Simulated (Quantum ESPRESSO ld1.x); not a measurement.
N, configuration 1s1.75 2s2 2p3 3s0.25 (fractional occupations, a model configuration). Method: non-relativistic Kohn-Sham, LDA (Slater exchange, VWN5 correlation), spin-polarised, spherical densities, point nucleus; open shells are filled with parallel spins first; computed with ld1.x of Quantum ESPRESSO 7.5.

Normalised radial functions P(r) = r R(r), r in bohr:

| r | 1s down | 2s down | 3s down |
|---|---|---|---|
| 0.03002 | 0.8565 | 0.1946 | 0.0302 |
| 0.04443 | 1.1468 | 0.2591 | 0.0402 |
| 0.06575 | 1.4645 | 0.3265 | 0.0506 |
| 0.0973 | 1.7453 | 0.3765 | 0.0583 |
| 0.144 | 1.8810 | 0.3716 | 0.0573 |
| 0.2131 | 1.7525 | 0.2604 | 0.0395 |
| 0.3154 | 1.3229 | 0.0031 | -0.0012 |
| 0.4668 | 0.7373 | -0.3746 | -0.0600 |
| 0.6908 | 0.2662 | -0.7364 | -0.1122 |
| 1.014 | 0.0537 | -0.8840 | -0.1185 |
| 1.501 | 0.0043 | -0.7356 | -0.0515 |
| 2.221 | 0.0001 | -0.4159 | 0.0806 |
| 3.287 | 0.0000 | -0.1466 | 0.2318 |
| 4.865 | 0.0000 | -0.0276 | 0.3439 |
| 7.2 | 0.0000 | -0.0022 | 0.3608 |
| 10.66 | 0.0000 | 0.0000 | 0.2501 |
| 15.77 | 0.0000 | 0.0000 | 0.0958 |
| 23.34 | 0.0000 | 0.0000 | 0.0168 |

1s down: eigenvalue -392.09 eV, 0 radial nodes, <r> = 0.229 bohr, 90 % of the charge inside 0.410 bohr. 2s down: eigenvalue -17.754 eV, 1 radial node at r = 0.317 bohr, <r> = 1.34 bohr, 90 % of the charge inside 2.16 bohr. 3s down (empty): eigenvalue -0.815 eV, 2 radial nodes at r = 0.313, 1.78 bohr, <r> = 7.73 bohr, 90 % of the charge inside 12.0 bohr.
